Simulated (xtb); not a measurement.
BaCl2, charge +1, doublet, at a GFN2-xTB geometry (such geometries of metal compounds can be far from the true shape) (a state made from the parent by changing its charge; the spin is typed, not shown lowest); GFN2-xTB run with xtb 6.7.1.

The xtb input:
```
$ xtb mol.xyz --gfn 2 --chrg 1 --uhf 1 --grad --json

# file mol.xyz
3

Ba     0.44228430     0.52411127     0.57675849
Cl     0.23375230    -0.64466575    -1.88645350
Cl    -1.69068882    -1.08181843    -0.01345681
```

Output, abridged:

```
   ID    Z sym.   atoms
    1   56 Ba     1
    2   17 Cl     2, 3

           -------------------------------------------------
          |                Calculation Setup                |
           -------------------------------------------------

           -------------------------------------------------
          |                 G F N 2 - x T B                 |
           -------------------------------------------------

          ...................................................
          :                      SETUP                      :
          :.................................................:
          :  # basis functions                  30          :
          :  # atomic orbitals                  27          :
          :  # shells                            9          :
          :  # electrons                        15          :
          :  max. iterations                   250          :
          :  Hamiltonian                  GFN2-xTB          :
          :  restarted?                      false          :
          :  GBSA solvation                  false          :
          :  PC potential                    false          :
          :  electronic temp.          300.0000000     K    :
          :  accuracy                    1.0000000          :
          :  -> integral cutoff          0.2500000E+02      :
          :  -> integral neglect         0.1000000E-07      :
          :  -> SCF convergence          0.1000000E-05 Eh   :
          :  -> wf. convergence          0.1000000E-03 e    :
          :  Broyden damping             0.4000000          :
          :  net charge                          1          :
          :  unpaired electrons                  1          :
          ...................................................

 iter      E             dE          RMSdq      gap      omega  full diag
   1     -4.2355483 -0.423555E+01  0.924E+01    0.18       0.0  T
   2     -8.5207805 -0.428523E+01  0.334E+01   12.35       1.0  T
   3     -8.6899239 -0.169143E+00  0.314E+01    8.14       1.0  T
   4     -8.8621581 -0.172234E+00  0.301E+01    3.77       1.0  T
   5     -8.7586236  0.103535E+00  0.220E+01    5.99       1.0  T
   6     -7.7651402  0.993483E+00  0.772E+01    0.10       1.0  T
   7     -7.9324472 -0.167307E+00  0.691E+01    0.13       1.0  T
   8     -7.7624317  0.170015E+00  0.747E+01    0.10       1.0  T
   9     -7.6173630  0.145069E+00  0.777E+01    0.08       1.0  T
  10     -8.3453452 -0.727982E+00  0.397E+01    0.16       1.0  T
  11     -8.7594675 -0.414122E+00  0.149E+01    0.07       1.0  T
  12     -8.7766991 -0.172315E-01  0.144E+01    0.05       1.0  T
  13     -8.8846420 -0.107943E+00  0.946E+00    0.02       1.0  T
  14     -8.6951867  0.189455E+00  0.174E+01    0.09       1.0  T
  15     -9.1514249 -0.456238E+00  0.109E+01    0.67       1.0  T
  16     -8.9156378  0.235787E+00  0.833E+00    3.28       1.0  T
  17     -8.9988137 -0.831759E-01  0.666E+00    2.42       1.0  T
  18     -9.0355716 -0.367578E-01  0.588E+00    2.10       1.0  T
  19     -9.1396429 -0.104071E+00  0.291E+00    1.23       1.0  T
  20     -9.1497212 -0.100783E-01  0.338E+00    1.11       1.0  T
  21     -9.1521148 -0.239364E-02  0.434E+00    1.08       1.0  T
  22     -9.1542071 -0.209226E-02  0.448E+00    0.88       1.0  T
  23     -9.1553016 -0.109448E-02  0.346E+00    0.92       1.0  T
  24     -9.1552770  0.245883E-04  0.256E+00    0.97       1.0  T
  25     -9.1554566 -0.179575E-03  0.229E+00    0.96       1.0  T
  26     -9.1556111 -0.154561E-03  0.189E+00    0.95       1.0  T
  27     -9.1557081 -0.969815E-04  0.166E+00    0.93       1.0  T
  28     -9.1556803  0.278398E-04  0.139E+00    0.91       1.0  T
  29     -9.1557109 -0.306112E-04  0.112E+00    0.92       1.0  T
  30     -9.1557184 -0.755851E-05  0.101E+00    0.92       1.0  T
  31     -9.1556971  0.213690E-04  0.801E-01    0.91       1.0  T
  32     -9.1556953  0.173042E-05  0.654E-01    0.91       1.0  T
[...]
         :: total energy              -9.154540416810 Eh    ::
[...]
         :: total charge               1.000000000000 e     ::
         :::::::::::::::::::::::::::::::::::::::::::::::::::::

           -------------------------------------------------
          |                Property Printout                |
           -------------------------------------------------

    * Orbital Energies and Occupations

         #    Occupation            Energy/Eh            Energy/eV
      -------------------------------------------------------------
         1        2.0000           -1.2383737             -33.6979
         2        2.0000           -1.2244812             -33.3198
         3        2.0000           -0.6765839             -18.4108
         4        2.0000           -0.6540699             -17.7981
         5        2.0000           -0.6408277             -17.4378
         6        2.0000           -0.6278257             -17.0840
         7        2.0000           -0.6212417             -16.9048
         8        1.0000           -0.6013640             -16.3639 (HOMO)
         9                         -0.5675791             -15.4446 (LUMO)
        10                         -0.4162027             -11.3255
        11                         -0.3669534              -9.9853
        12                         -0.2661461              -7.2422
        13                         -0.1846655              -5.0250
        14                         -0.1840330              -5.0078
        15                         -0.1836500              -4.9974
        16                         -0.1826196              -4.9693
        17                         -0.1825000              -4.9661
        18                         -0.1807057              -4.9173
        19                         -0.1801496              -4.9021
       ...                                ...                  ...
        27                          0.2744482               7.4681
      -------------------------------------------------------------
                  HL-Gap            0.0337849 Eh            0.9193 eV
             Fermi-level           -0.5978870 Eh          -16.2693 eV

     #   Z          covCN         q      C6AA      α(0)
     1  56 Ba       1.363     0.777   687.589    83.473
     2  17 Cl       1.047     0.111    95.932    14.985
     3  17 Cl       1.047     0.111    95.932    14.985

 Mol. C6AA /au·bohr⁶  :       1978.349045
 Mol. C8AA /au·bohr⁸  :     331876.259119
 Mol. α(0) /au        :        113.442637

Wiberg/Mayer (AO) data.
largest (>0.10) Wiberg bond orders for each atom

 ---------------------------------------------------------------------------
     #   Z sym  total        # sym  WBO       # sym  WBO       # sym  WBO
 ---------------------------------------------------------------------------
     1  56 Ba   1.732 --     3 Cl   0.866     2 Cl   0.866
     2  17 Cl   1.510 --     1 Ba   0.866     3 Cl   0.644
     3  17 Cl   1.510 --     1 Ba   0.866     2 Cl   0.644
 ---------------------------------------------------------------------------

Topologies differ in total number of bonds
Writing topology from bond orders to xtbtopo.mol

molecular dipole:
                 x           y           z       tot (Debye)
 q only:        0.343       0.406       0.447
   full:        0.562       0.666       0.733       2.896
molecular quadrupole (traceless):
                xx          xy          yy          xz          yz          zz
 q only:       -0.164       1.967      -0.627       0.812       1.993       0.792
  q+dip:       -0.344       3.800      -1.171       1.650       3.884       1.515
   full:       -0.023       2.839      -1.235       0.524       2.602       1.258

           -------------------------------------------------
          | TOTAL ENERGY               -9.154540416810 Eh   |
          | GRADIENT NORM               0.000036463609 Eh/α |
          | HOMO-LUMO GAP               0.919333441626 eV   |
           -------------------------------------------------

normal termination of xtb
```
